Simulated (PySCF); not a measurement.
Species: C8H14.
SMILES with atom numbers: `[CH2:1]=[CH:2][C@H:3]([CH3:4])[CH:5]1[CH2:6][CH2:7][CH2:8]1`

NICS = −σ at a ghost point: NICS(0) at the centroid of the ring atoms, NICS(1) 1 Å to either side along the normal of their mean plane, zz for the tensor component along that normal. Level: GIAO PBE/pcSseg-1 (PySCF, non-relativistic, gas phase) on the PBE0-D3(BJ)/def2-SVP geometry, one conformer.

Ring bond lengths (Å): C5–C6 1.541, C6–C7 1.540, C7–C8 1.540, C8–C5 1.544.

Problem. What do the NICS probes read (ppm)?

Solution. 
```csv
ring,type,NICS(0),"NICS(1), two faces","NICS(1)zz, two faces",rms pucker (Å),"centre to ring atoms, mean (Å)"
C5–C6–C7–C8,4-membered carbocycle; formal bonds all single,-1.8,-1.2 / -1.6,3.0 / 4.0,0.13,1.08
```

Problem. What can be read from them?

Solution. 
- C5–C6–C7–C8: mean NICS(1)zz 3.5 ppm, deshielded. C5, C6, C7, C8 have four or more neighbours, so the value isn't read as a sign of a π ring current.

Problem. At the first NICS(1) probe listed for ring C5–C6–C7–C8, 1 Å off the ring, how large is the induced field along the normal in 9.4 T applied along it?

Solution. NICSzz × B0 = 3.0 ppm × 9.4 T = 28 μT, along the applied field.

Problem. Give the inner angles of the rings.

Solution. 
- C5–C6–C7–C8: C5 88.4°, C6 88.5°, C7 88.6°, C8 88.4°; sum 353.9° against 360° for a flat convex ring.

Problem. How shielded are the nuclei of the rings and their hydrogens (means over atoms taken as equivalent)?

Solution. 
```
  atoms                environment  σ isotropic (ppm)
     C5  four-membered-ring carbon              135.3
     C6  four-membered-ring carbon              148.8
     C7  four-membered-ring carbon              160.1
     C8  four-membered-ring carbon              149.1
H on C5           methine hydrogen              29.38
H on C6         methylene hydrogen              29.34
H on C6         methylene hydrogen              29.66
H on C7         methylene hydrogen              29.44
H on C7         methylene hydrogen              29.56
H on C8         methylene hydrogen              29.68
H on C8         methylene hydrogen              29.18
```

Problem. How do the values depend on the level or the medium?

Solution. 
| level | NICS(0), C5–C6–C7–C8 | mean NICS(1)zz, C5–C6–C7–C8 |
| --- | --- | --- |
| PBE/pcSseg-1, gas | -1.8 | 3.5 |
| PBE0/pcSseg-1, gas | -2.0 | 3.3 |
| PBE0/pcSseg-1, IEF-PCM benzene | -2.0 | 3.3 |
| PBE0/pcSseg-1, IEF-PCM cyclohexane | -2.0 | 3.3 |

The geometry is the same throughout; the continuum's cavity takes Bondi-type radii × 1.2.

Conformer computed: `[CH2:1]=[CH:2][C@H:3]([CH3:4])[CH:5]1[CH2:6][CH2:7][CH2:8]1`: C1–C2–C3–C4 -122°, C2–C3–C5–C6 -65°.
